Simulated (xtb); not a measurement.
xtb input (GFN1-xTB):

```bash
xtb mol.xyz --gfn 1 --sp --chrg 0 --uhf 0
```
mol.xyz:
```
11

C      2.33658237    -0.02592282    -0.52538818
C      1.25371474    -0.70044518     0.33277343
Si    -0.42862797     0.00364708     0.09737066
F     -0.47604823     1.54673039     0.46212645
F     -1.50808635    -0.72391470     1.00221954
F     -0.91488090    -0.12670339    -1.40694594
H      3.31105610    -0.48149200    -0.34629724
H      2.41934295     1.03740941    -0.29648560
H      2.11576817    -0.12023523    -1.58946872
H      1.50254737    -0.62264213     1.39532572
H      1.20143364    -1.77090189     0.11282465
```

End of the output:

```
         :::::::::::::::::::::::::::::::::::::::::::::::::::::
         ::                     SUMMARY                     ::
         :::::::::::::::::::::::::::::::::::::::::::::::::::::
         :: total energy             -24.428522908689 Eh    ::
         :: gradient norm              0.034414490594 Eh/a0 ::
         :: HOMO-LUMO gap              8.444808814658 eV    ::
         ::.................................................::
         :: SCC energy               -24.574987834479 Eh    ::
         :: -> electrostatic           0.034768749785 Eh    ::
         :: repulsion energy           0.149764985569 Eh    ::
         :: dispersion energy         -0.003300059779 Eh    ::
         :: halogen bond corr.         0.000000000000 Eh    ::
         :: add. restraining           0.000000000000 Eh    ::
         :: total charge              -0.000000000000 e     ::
         :::::::::::::::::::::::::::::::::::::::::::::::::::::

           -------------------------------------------------
          |                Property Printout                |
           -------------------------------------------------

    * Orbital Energies and Occupations

         #    Occupation            Energy/Eh            Energy/eV
      -------------------------------------------------------------
         1        2.0000           -0.8423152             -22.9206
       ...           ...                  ...                  ...
         7        2.0000           -0.5657032             -15.3936
         8        2.0000           -0.5653888             -15.3850
         9        2.0000           -0.5625663             -15.3082
        10        2.0000           -0.5569591             -15.1556
        11        2.0000           -0.5506478             -14.9839
        12        2.0000           -0.5405617             -14.7094
        13        2.0000           -0.5331963             -14.5090
        14        2.0000           -0.5303387             -14.4313
        15        2.0000           -0.5300020             -14.4221
        16        2.0000           -0.5283174             -14.3762
        17        2.0000           -0.5042430             -13.7212
        18        2.0000           -0.4894669             -13.3191
        19        2.0000           -0.4578097             -12.4576 (HOMO)
        20                         -0.1474687              -4.0128 (LUMO)
        21                         -0.1411316              -3.8404
Note: The following floating-point exceptions are signalling: IEEE_DENORMAL
normal termination of xtb
        22                         -0.1144840              -3.1153
        23                         -0.0785718              -2.1380
        24                         -0.0623513              -1.6967
        25                         -0.0504017              -1.3715
        26                         -0.0385381              -1.0487
        27                         -0.0240235              -0.6537
        28                          0.0073891               0.2011
        29                          0.0808554               2.2002
        30                          0.1546742               4.2089
       ...                                ...                  ...
        39                          0.8886232              24.1807
      -------------------------------------------------------------
                  HL-Gap            0.3103410 Eh            8.4448 eV
             Fermi-level           -0.3026392 Eh           -8.2352 eV

  Mulliken/CM5 charges         n(s)   n(p)   n(d)
     1C    -0.07326 -0.21923   1.004  3.069  0.000
     2C    -0.08493 -0.14871   0.999  3.086  0.000
     3Si    0.62752  0.49478   0.954  1.262  1.157
     4F    -0.22080 -0.19867   1.756  5.465  0.000
     5F    -0.21945 -0.19706   1.756  5.463  0.000
     6F    -0.22080 -0.19867   1.756  5.465  0.000
     7H     0.02359  0.07484   0.976  0.000  0.000
     8H     0.03636  0.08930   0.964  0.000  0.000
     9H     0.03636  0.08930   0.964  0.000  0.000
    10H     0.04770  0.10706   0.952  0.000  0.000
    11H     0.04770  0.10706   0.952  0.000  0.000

Wiberg/Mayer (AO) data.
largest (>0.10) Wiberg bond orders for each atom

 ---------------------------------------------------------------------------
     #   Z sym  total        # sym  WBO       # sym  WBO       # sym  WBO
 ---------------------------------------------------------------------------
     1   6 C    3.996 --     2 C    0.990     7 H    0.987     9 H    0.985
                             8 H    0.985
     2   6 C    3.982 --     3 Si   1.034     1 C    0.990    11 H    0.938
                            10 H    0.938
     3  14 Si   4.916 --     5 F    1.248     4 F    1.245     6 F    1.245
                             2 C    1.034
     4   9 F    1.329 --     3 Si   1.245
     5   9 F    1.331 --     3 Si   1.248
     6   9 F    1.329 --     3 Si   1.245
     7   1 H    1.009 --     1 C    0.987
     8   1 H    1.002 --     1 C    0.985
     9   1 H    1.002 --     1 C    0.985
    10   1 H    1.002 --     2 C    0.938
    11   1 H    1.002 --     2 C    0.938
 ---------------------------------------------------------------------------

Topologies differ in total number of bonds
Writing topology from bond orders to xtbtopo.mol

 dipole moment from electron density (au)
     X       Y       Z
   0.9453  -0.4084   0.1437  total (Debye):    2.643

           -------------------------------------------------
          | TOTAL ENERGY              -24.428522908689 Eh   |
          | GRADIENT NORM               0.034414490594 Eh/α |
          | HOMO-LUMO GAP               8.444808814658 eV   |
           -------------------------------------------------

------------------------------------------------------------------------
------------------------------------------------------------------------
 total:
 SCF:
```
